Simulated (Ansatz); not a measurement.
Consider the formal exchange of groups at the Si–Ga bond: `N[SiH](N)[Ga]([F])[Cl]` + `NCS` → `NC[SiH](N)N` + `[F][Ga]([SH])[Cl]`.

Program: Ansatz. Geometries: PBE0-D4/def2-TZVP. ΔE: electronic, gas phase. CCSD(T)/CBS is the MP2 limit (def2-TZVPP, def2-QZVPP) plus CCSD(T) − MP2 in def2-TZVPP, frozen cores. For Ga outer-core shells are correlated without core-valence functions, which leaves a few kJ/mol of doubt a bond. Scalar relativity is left out up to krypton. One conformer a species, not always the lowest.

```tsv
level	ΔE (kJ/mol)
CCSD/def2-TZVPP	-100.0
MP2/def2-QZVPP	-99.7
```

(1) What does CCSD(T)/CBS give? (Best estimate.)

Largest T1 diagnostic among the species: 0.013.

Results:

(1) Computed: -93.2 kJ/mol. The listed levels differ from it by -6.8, -6.5 kJ/mol.

From r2SCAN to r2SCAN0 (25 % exact exchange), in def2-TZVPP and without D4, ΔE moves by −4.0 kJ/mol. Leaving LDA and LC-ωPBE aside and taking each functional with its dispersion term where it has one, the values, not all of them listed here, spread over 20.9 kJ/mol, from PBE-QIDH to PBE-D4. At CCSD(T), def2-SVP lies −14.6 kJ/mol from the extrapolated value and def2-TZVPP −6.2 kJ/mol.
